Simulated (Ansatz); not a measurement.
Mulliken charges of CH3Cl2SV (`[CH3][V](=[S])([Cl])[Cl]`) from r2SCAN/def2-TZVPP in Ansatz (PBE0-D4/def2-TZVP geometry).

```tsv
atom	x (Å)	y (Å)	z (Å)	charge (e)
C1	-0.678	-0.216	0.788	-0.308
V2	0.601	0.167	-0.683	0.603
S3	1.976	-1.240	-0.449	-0.213
Cl4	-0.486	-0.085	-2.500	-0.217
Cl5	1.388	2.111	-0.298	-0.217
H6	-1.091	-1.218	0.662	0.118
H7	-0.166	-0.127	1.747	0.118
H8	-1.451	0.551	0.677	0.116
```

Question: By hand: the dipole of these point charges (1 e Å = 4.8032 D).

Answer: Σ q r = (-0.362, -0.103, 0.411) e Å, of length 0.557 e Å = 2.68 D.

Question: How does the dipole of the full density compare? (Estimate.)

Answer: Ansatz gave: (-0.245, -0.035, 0.243) e Å, 1.67 D; the point charges give 1.60 times that, at 6° from its direction.

Point charges leave out the atoms' own dipoles, such as those of lone pairs, and Mulliken's split depends on the basis, so the two needn't agree.
